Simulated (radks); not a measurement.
The table gives one normalised radial function P(r) = r R(r) (large component) of Xe3+ in [Kr] 4d10 5s2 5p3 (r in bohr). All-electron calculation, Dirac Kohn-Sham, SOGGA, spin-unpolarised, spherical densities, point nucleus; open shells fill j = l - 1/2 first. Program: a radial shooting solver on a logarithmic mesh with Libxc functionals.

r,P
0.003292,0.0173
0.005031,0.0321
0.007626,0.0595
0.01165,0.1106
0.01781,0.1980
0.02699,0.3243
0.04125,0.4622
0.06303,0.4906
0.09555,0.2220
0.146,-0.3797
0.2231,-0.7558
0.3382,-0.1363
0.5168,1.0453
0.7897,1.2534
1.197,0.5545
1.829,0.0896
2.795,0.0039
4.237,0.0000
6.474,0.0000

Which n and l does it have? It may be an empty orbital.

Answer. n = 4, l = 1: the number of nodes gives n - l - 1 = 2, the rise at small r points to l (for j = l - 1/2 the large component starts as r^gamma with gamma = sqrt(l^2 - (Z/c)^2) = 0.92 and the r^(l+1) term takes over further out; the orbital of l - 1 with the same j starts with the same power, but with a larger coefficient, and does not steepen), and the extent must fit the shell. The curve is that of 4p1/2; the two j differ most near the nucleus, where j = l - 1/2 has the larger amplitude, and in heavy atoms j = l - 1/2 is also the more compact. 4p1/2: eigenvalue -182.76 eV, 2 radial nodes at r = 0.114, 0.355 bohr, <r> = 0.745 bohr, 90 % of the charge inside 1.09 bohr.
